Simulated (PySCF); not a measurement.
Te(I)(OH) (HIOTe), SMILES O[Te]I. Atoms are numbered in the order given.

```xyz
4

Te     0.2027    -1.0455     0.6726
I      0.0034     1.3857    -0.6006
O     -1.0930    -2.1384    -0.3899
H     -1.9771    -1.9680    -0.0279
```
Charge 0, spin multiplicity 1.

The structure is a stationary point at B3LYP-D3(BJ)/def2-SVP. The def2 effective core potentials stand for the cores of I, Te; spin–orbit coupling is left out. The values are those of a single conformer.

These are ωB97X/def2-TZVPD run with PySCF values and carry that method's errors.

Isolated molecule, no solvent.

```
Item                                                                                                             Value
---------------------------------------------------------------------------------------------  -----------------------
total energy                                                                                        -641.68439 hartree
highest occupied level                                                                                        -8.61 eV
lowest empty level                                                                                            -0.99 eV
orbital gap                                                                                                    7.62 eV
dipole moment                                                                                                0.355 e·Å
quadrupole, principal values (traceless, Buckingham form, about the centre of nuclear charge)    -8.71, 3.84, 4.87 D·Å
mean static polarisability                                                                       85.4 bohr³ (12.66 Å³)
polarisability, principal values                                                               67.1, 72.7, 116.4 bohr³
```
